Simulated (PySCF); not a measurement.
# Nb²⁺ (niobium, charge +2): PBE0 calculation

Configuration: [Kr] 4d3, high-spin 4F determinant. All numbers are calculated (PySCF 2.14, scalar relativity through the core potential, in aug-cc-pVDZ-PP with ECP28MDF (5s5p4d2f, 54 functions)).

```
Total energy                : -55.8535 hartree
One-electron energy         : -88.0877 hartree
Hartree (Coulomb) energy    : 38.6118 hartree
Exchange-correlation energy : -6.3776 hartree
⟨S²⟩                        : 3.7509
⟨L²⟩                        : 12.008
Sum of ⟨r⟩                  : 15.82 bohr
Sum of ⟨r²⟩                 : 26.80 bohr²
Time after the integrals    : 0.78 s of wall time on 1 thread of Neoverse-N1 (shared host)
```

```tsv
shell	electrons	mean orbital energy (hartree)	rms radius, mean of both spins (bohr)
4s α	1	-2.96893	1.24
4s β	1	-2.88447	1.24
4p α	3	-2.04210	1.39
4p β	3	-1.94099	1.39
4d α	3	-0.79316	2.01
```

Energies and moments cover only the electrons outside the core potential.
